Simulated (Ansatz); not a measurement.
The pair A = dimethyl telluride (SMILES C[Te]C) (first 9 atoms), B = H2O (SMILES O); geometry from B3LYP-D3(BJ)/def2-TZVP.
(charge 0, multiplicity 1):
```tsv
atom	x (Å)	y (Å)	z (Å)
C	0.2253	-1.3121	0.0742
Te	0.1660	0.8419	0.0978
C	0.1710	1.0398	-2.0547
H	1.1318	-1.6457	-0.4238
H	0.2286	-1.6195	1.1166
H	-0.6566	-1.6948	-0.4326
H	1.0794	0.6009	-2.4590
H	0.1430	2.1027	-2.2849
H	-0.7080	0.5519	-2.4677
O	0.1740	-0.0530	3.3014
H	-0.6076	0.5105	3.3034
H	0.9231	0.5529	3.3120
```

Frozen-core correlation. Filled d and f shells under p-block atoms count as core.

Run with Ansatz (an electronic-structure program). Each number belongs to the level named beside it. In def2 rows elements past Kr take small-core potentials, without spin–orbit coupling.

Total energies (hartree), monomers frozen at their geometry in the pair:

```
structure              HF/def2-SVPD  PBE/def2-TZVPPD  CCSD(T)/def2-SVPD
---------------------  ------------  ---------------  -----------------
AB                     -422.1270098     -424.1339434       -422.8381212
A in the pair's basis  -346.1516652     -347.7468932       -346.6313751
B in the pair's basis   -75.9742481      -76.3836098        -76.2034508
A                      -346.1514190     -347.7468592       -346.6301719
B                       -75.9738535      -76.3835816        -76.2021384
```

Problem. Work out the interaction energy without and with the counterpoise correction, and the superposition error, for each level.

Solution. 
E(AB) − E(A) − E(B), times 627.509 kcal/mol, with the monomers in their own basis and then in the pair's basis:
- HF/def2-SVPD: -1.09 uncorrected, -0.69 corrected; the monomers gain 0.40 kcal/mol from borrowed functions
- PBE/def2-TZVPPD: -2.20 uncorrected, -2.16 corrected; the monomers gain 0.04 kcal/mol from borrowed functions
- CCSD(T)/def2-SVPD: -3.65 uncorrected, -2.07 corrected; the monomers gain 1.58 kcal/mol from borrowed functions
